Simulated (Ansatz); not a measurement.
Reaction (ligand exchange at the Si–N bond): `BN([SiH3])[SiH2]F` + `[NH2][Cd][OH]` → `[NH2][Cd][O][SiH3]` + `BN[SiH2]F`

Isolated molecules relaxed with PBE0-D4/def2-TZVP in Ansatz; ΔE leaves out vibrations. CCSD(T)/CBS is the MP2 limit (def2-TZVPP, def2-QZVPP) plus CCSD(T) − MP2 in def2-TZVPP, frozen cores. Functionals use def2-TZVPP. B3LYP here is the variant with VWN-RPA as its local correlation; programs differ in this. Elements past krypton have def2 core potentials. For Cd outer-core shells are correlated without core-valence functions, which leaves a few kJ/mol of doubt a bond. One conformer a species, not always the lowest.

`BN([SiH3])[SiH2]F`:

Cartesian coordinates in Å:
```
B -0.162 -0.257 -1.630
N 0.010 -0.032 -0.245
Si -1.223 0.920 0.577
Si 1.367 -0.693 0.603
F 0.881 -1.905 1.524
H 0.634 -0.913 -2.239
H -1.113 0.221 -2.187
H -0.854 0.988 2.014
H -2.548 0.271 0.432
H -1.271 2.288 0.007
H 1.935 0.324 1.515
H 2.346 -1.212 -0.371
```

`[NH2][Cd][OH]`:

```xyz
6

N     0.541   -0.003   -1.524
Cd   -0.360   -0.016    0.262
O    -1.481   -0.048    1.874
H     1.185   -0.778   -1.629
H     1.085    0.841   -1.667
H    -0.971    0.004    2.684
```

`[NH2][Cd][O][SiH3]`:

```xyz
9

N     1.612   -1.257    2.225
Cd    0.250   -0.626    0.906
O    -1.030    0.039   -0.421
Si   -0.980    1.035   -1.698
H     1.340   -1.029    3.175
H     1.719   -2.265    2.194
H    -0.059    0.538   -2.765
H    -2.342    1.159   -2.287
H    -0.510    2.405   -1.328
```

`BN[SiH2]F`:

Cartesian coordinates in Å:
```
B 0.770 -0.379 -1.295
N -0.192 0.318 -0.547
Si -0.436 0.173 1.156
F -1.684 -0.774 1.468
H 1.505 -1.133 -0.725
H 0.842 -0.208 -2.477
H -0.802 0.945 -1.053
H -0.771 1.498 1.723
H 0.767 -0.441 1.750
```

```
         level  ΔE (kJ/mol)  difference from CCSD(T)/CBS
     r2SCAN-D4        -71.0                         -2.5
       PBE0-D4        -67.9                          0.6
      B3LYP-D4        -71.6                         -3.1
       ωB97X-V        -73.2                         -4.7
       ωB97M-V        -72.0                         -3.5
           PBE        -66.4                          2.1
        r2SCAN        -72.1                         -3.6
          PBE0        -71.8                         -3.3
         B3LYP        -78.6                        -10.1
MP2/def2-QZVPP        -68.6                         -0.1
   CCSD(T)/CBS        -68.5                            0
```

Largest T1 diagnostic among the species: 0.016.

The D4 term adds +7.0 kJ/mol with B3LYP and +3.8 kJ/mol with PBE0; it sums over pairs of atoms, weighted by their polarisabilities, and B3LYP, whose exchange is more repulsive, gets the larger term. In def2-TZVPP, CCSD(T) changes the Hartree–Fock value by +22.2 kJ/mol (the triples alone add +3.2 kJ/mol) and MP2 by +23.8 kJ/mol. From PBE to PBE0 (25 % exact exchange), in def2-TZVPP and without D4, ΔE moves by −5.4 kJ/mol.
